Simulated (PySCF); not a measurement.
Gas-phase reaction: Ga(CH₃)₂NH₂ → GaH₃.NH₃ + C₂H₂ (acetylene)

Computed with PySCF and rigid-rotor harmonic-oscillator thermochemistry at 1 bar. † marks an energy on the PBE0/def2-TZVP geometry and frequencies; other levels use their own. MP2 and CCSD(T) freeze the core. 6-31G* has spherical d functions here. All species are closed-shell singlets. Ga: all electrons, no relativistic terms. Adducts (GaH₃.NH₃) have no counterpoise correction, and HF, PBE, BLYP, B3LYP and PBE0 lack dispersion. Methyl groups turn as free rotors in Ga(CH₃)₂NH₂. Ga(CH₃)₂NH₂, GaH₃.NH₃: computed as isolated molecules; such fragments, hydroxides, amides, oligomers or adducts are transient or little studied in the gas. MP2 isn't extrapolated to the basis-set limit; its ΔH°(298 K) is 283.4 kJ in def2-SVP and 307.0 kJ in def2-TZVPP. CCSD(T) isn't extrapolated to the basis-set limit. The harmonic model lacks anharmonicity and excited electronic states, which grow with temperature; levels with a mode under 35 cm⁻¹ are left out. Soft modes under 120 cm⁻¹ make the harmonic entropy rough for GaH₃.NH₃.

| level | ΔE electronic, kJ | ΔH°(298 K), kJ | ΔS°(298 K), J/K | ΔG°(600 K), kJ |
|---|---|---|---|---|
| BLYP/def2-TZVP† | 290 | 266 | 128 | 188 |
| CCSD(T)/def2-SVP† | 294 | 270 | 128 | 192 |
| HF/6-31G* | 291 | 265 | 131 | 186 |
| M06-2X/def2-TZVP† | 337 | 313 | 128 | 235 |
| MP2/def2-SVP† | 308 | 283 | 128 | 205 |
| MP2/def2-TZVPP† | 332 | 307 | 128 | 229 |
| PBE/def2-SVP | 326 | 303 | 127 | 226 |
| PBE/def2-TZVP† | 330 | 305 | 128 | 227 |
| PBE0/def2-QZVP† | 343 | 318 | 128 | 241 |
| ωB97X-V/def2-TZVP† | 334 | 309 | 128 | 231 |
ΔH° is lowest at HF/6-31G* and highest at PBE0/def2-QZVP†. No reference value is set beside these.
